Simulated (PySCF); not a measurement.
# Correlation energy of K²⁺ (potassium, charge +2)

[Ne] 3s2 3p5, 2P determinant. Calculation: PySCF 2.14, in def2-SVP (5s3p2d, 24 functions); the non-relativistic Hamiltonian (point nucleus). Frozen: [Ne] 3s2; 5 electrons correlated.

Total MP2 correlation energy: -24.06 mhartree.

Same-spin part -7.51 and opposite-spin part -16.55 mhartree; SCS-MP2 scales them by 1/3 and 6/5 to -22.36 mhartree.

| level | correlation energy (mhartree) |
| --- | --- |
| CCSD | -27.56 |
| (T) | -0.01 |
| CCSD(T) | -27.57 |

Diagnostics: T1 = 0.00057, D1 = 0.0008, largest double amplitude 0.014.

Cost of the coupled-cluster step: 0.15 s of wall time on 1 thread of Neoverse-N1 (shared host), for 5 correlated electrons.
